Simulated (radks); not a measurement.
Task: Species: Au-. Configuration: [Hg]. All-electron calculation, scalar-relativistic Kohn-Sham, PBE, spin-unpolarised, spherical densities, point nucleus; hard spherical wall at 10 bohr. Program: a radial shooting solver on a logarithmic mesh with Libxc functionals. Some entries of the table are withheld. Estimate them.

orbital  occ.  eigenvalue (eV)  <r> (bohr)  r(max) (bohr)
1s          2        -80781.51     0.01686        0.01041
2s          2        -14246.90     0.07111        0.06016
2p          6        -12313.40     0.06424            (1)
3s          2        -3357.228      0.1838         0.1696
3p          6        -2796.533      0.1851         0.1690
3d         10        -2198.256         (2)         0.1376
4s          2        -723.1539      0.4070            (3)
4p          6        -539.3435      0.4335         0.4028
4d         10        -318.8351      0.4584         0.4103
5s          2        -101.2516      0.9265         0.8477
4f         14         -74.0558      0.4986         0.3756
5p          6              (4)       1.072         0.9525
5d         10           0.2911       1.666          1.215
6s          2           0.6666       3.197          2.401
6p          0           4.4061       5.234          5.159
7s          0           5.7946       6.154          6.917
5f          0              (5)       6.805          7.102

Result: 
(1) 2p r(max) (bohr): 0.04981
(2) 3d <r> (bohr): 0.1677
(3) 4s r(max) (bohr): 0.3826
(4) 5p eigenvalue (eV): -52.6105
(5) 5f eigenvalue (eV): 8.8680
